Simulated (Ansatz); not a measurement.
BaF2 (SMILES [F][Ba][F]) moved off its minimum; all values from Ansatz (a quantum-chemistry and plane-wave program), cores frozen in correlated methods. Elements past Kr take the def2 small-core potentials, without spin–orbit coupling.
(charge 0, multiplicity 1)
```xyz
3

Ba     0.41112     0.07710    -0.06071
F     -1.15091     1.37494    -1.19747
F     -0.48958    -1.42186     1.30517
```

Forces at PBE/def2-TZVPP (eV/Å):

```csv
atom,Fx,Fy,Fz
Ba1,-0.915,0.449,-0.386
F2,0.768,-0.562,0.490
F3,0.147,0.113,-0.104
```

Task: Give the forces (eV/Å), the total energy and the dipole at CCSD(T)/def2-TZVPPD.

Result: 
```csv
atom,Fx,Fy,Fz
Ba1,-0.229,0.600,-0.535
F2,0.355,-0.168,0.144
F3,-0.127,-0.432,0.391
```
Energy -224.8008 hartree, dipole 8.16 D.
